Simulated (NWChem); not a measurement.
Species: MgHOF; SMILES [Mg]([F])[OH]

```xyz
4

Mg     0.1412    -0.2608     0.0000
F     -0.3352    -1.9546     0.0000
O      0.6156     1.4262     0.0000
H      0.8732     2.3410     0.0000
```
Atoms are numbered in this order, from 1.

Coordinates come from a PBE0/def2-SVP optimisation.

Question: Give the principal values of the shielding tensors (ppm) of Mg1, F2, O3 from BHandHLYP/pcSseg-1, GIAO (NWChem), with their diamagnetic and paramagnetic parts as GIAO splits them.

Answer: 
```csv
atom,σ11,σ22,σ33,isotropic,diamagnetic,paramagnetic
Mg1,473.5,473.5,712.1,553.0,706.7,-153.7
F2,440.7,440.7,485.5,455.6,473.6,-18.0
O3,397.5,397.6,417.2,404.1,395.1,9.0
```
